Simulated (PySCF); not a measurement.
# Correlation energy of Eu⁵²⁺ (europium, charge +52)

[Ne] 3s1, 2S determinant. Calculation: PySCF 2.14, in an even-tempered Gaussian basis (17 s from 12 bohr⁻², ratio 2.5; 12 p from 16 bohr⁻², ratio 2.5; 4 d from 58 bohr⁻², ratio 2.7; 4 f from 87 bohr⁻², ratio 2.7); the spin-free X2C one-electron Hamiltonian (Gaussian nucleus). Frozen: 1s2; 9 electrons correlated; the 20 highest virtual orbitals of each spin left out.

MP2 pair energies summed by pair of shells (mhartree):

```csv
pair,energy,share (%)
2p-2p,-225.08,65.5
2s-2p,-69.63,20.3
2p-3s,-31.62,9.2
2s-2s,-11.98,3.5
2s-3s,-5.23,1.5
```

Total MP2 correlation energy: -343.54 mhartree.

At this charge the one-electron X2C treatment keeps the bare 1/r₁₂, with no two-electron picture change or Breit term. The effect here is smaller than on the frozen 1s shell; and a scalar Hamiltonian misses the large spin-orbit splitting of the p shells, which matters for ns² → np² pairs.
